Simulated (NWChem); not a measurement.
Species: TiH₂O₃; SMILES [O]=[Ti]([OH])[OH]

```xyz
6

Ti     0.0438    -0.0890     0.0000
O      1.6293     0.0735     0.0000
O     -0.8149     0.0589     1.5896
H     -0.4795     0.2140     2.4770
O     -0.8149     0.0589    -1.5896
H     -0.4795     0.2140    -2.4770
```
Atoms are numbered in this order, from 1.

Program: NWChem. Structure relaxed at the PBE0/def2-SVP level. Ions are spin-unrestricted doublets at the neutral geometry; other ion states weren't tried.

Problem. Predict the results for PBE/def2-SVP. Quantities: vertical ionisation energy, ΔSCF (eV); −ε(HOMO) (eV).

Solution. 
```yaml
vertical ionisation energy, ΔSCF (eV): 10.52
"−ε(HOMO) (eV)": 6.93
```
